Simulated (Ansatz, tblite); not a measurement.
Forces on [CoBrCl5]3- (CoBrCl₅³⁻) at its r2SCAN-D4/def2-SVPD geometry. Total charge -3; singlet.

The xTB rows come from tblite. A multiply charged anion in the gas phase is held together partly by the finite basis. At r2SCAN-D4/def2-TZVPD the restricted singlet is unstable: a solution with broken spin symmetry lies lower. At r2SCAN-D4/def2-TZVPD the highest occupied level of the charge -3 singlet lies above zero (up to 5.17 eV). The electron is either unbound and held by the finite basis, or the level is raised by self-interaction error. The geometry of the singlet was relaxed on an unsound state (restricted singlet, unstable towards broken spin symmetry at other levels and untested here). At PBE0-D4/def2-TZVPD a quintet of charge -3 lies 5.24 eV below the restricted singlet, each at its own geometry.

GFN1-xTB (tblite), largest force 0.97 eV/Å:

```xyz
7
positions Å, forces eV/Å
Co   -0.023    0.023    0.022    0.235   -0.238   -0.229
Br    1.473   -1.490   -1.434   -0.563    0.570    0.549
Cl   -1.387    1.403    1.351   -0.049    0.050    0.048
Cl   -1.904   -1.237   -0.622    0.153   -0.056   -0.072
Cl    1.873    1.269    0.653    0.036   -0.134   -0.112
Cl   -0.350    1.453   -1.820    0.105   -0.140   -0.035
Cl    0.318   -1.421    1.851    0.084   -0.051   -0.149
```

GFN2-xTB (tblite), largest force 0.25 eV/Å:

```
Co 0.106 -0.107 -0.103
Br -0.104 0.105 0.101
Cl 0.128 -0.129 -0.124
Cl 0.165 0.164 0.098
Cl -0.230 -0.098 -0.035
Cl 0.002 -0.117 0.223
Cl -0.067 0.183 -0.160
```

r2SCAN-D4/def2-TZVPD (Ansatz), largest force 0.15 eV/Å:

```
Co -0.053 0.053 0.051
Br -0.019 0.020 0.019
Cl 0.089 -0.090 -0.087
Cl 0.111 0.081 0.043
Cl -0.120 -0.072 -0.035
Cl 0.016 -0.083 0.116
Cl -0.025 0.092 -0.108
```
